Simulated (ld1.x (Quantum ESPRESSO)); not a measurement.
An all-electron radial function and its pseudo partner (oxygen (O))

Columns: radius, all-electron u(r) and pseudo u(r) of the 2p shell (level -24.45 eV) of oxygen in the configuration [He] 2s2 2p3; PBE, scalar-relativistic, ultrasoft scheme, ld1.x (Quantum ESPRESSO) 7.5.

```
r (bohr)  all-electron  pseudo
   0.090        0.0957  0.0156
   0.180        0.2775  0.0610
   0.270        0.4622  0.1323
   0.360        0.6188  0.2233
   0.450        0.7388  0.3263
   0.540        0.8238  0.4329
   0.630        0.8766  0.5348
   0.720        0.9023  0.6246
   0.810        0.9060  0.6967
   0.900        0.8931  0.7475
   0.990        0.8679  0.7755
   1.080        0.8339  0.7817
   1.170        0.7942  0.7689
   1.260        0.7508  0.7412
   1.350        0.7055  0.7032
   1.440        0.6597  0.6596
   1.530        0.6143  0.6144
   1.620        0.5699  0.5699
   1.710        0.5272  0.5272
   1.800        0.4864  0.4864
   1.890        0.4478  0.4478
   1.980        0.4114  0.4114
   2.070        0.3774  0.3774
   2.160        0.3456  0.3456
   2.250        0.3161  0.3161
   2.340        0.2888  0.2888
```

**Question.** How many radial nodes do the two functions have?

**Answer.** The all-electron 2p function has n − l − 1 = 0; the pseudo-wave has 0.

**Question.** At about which radius was the pseudo-wave matched?

**Answer.** 1.65 bohr. The columns agree to 0.0005 from 1.44 bohr on; several derivatives are matched, so the curves merge somewhat inside the radius.

**Question.** Is the pseudo-wave norm-conserving?

**Answer.** No, it belongs to an ultrasoft set: the norm inside the radius is not constrained, and the difference is carried by the augmentation charge.
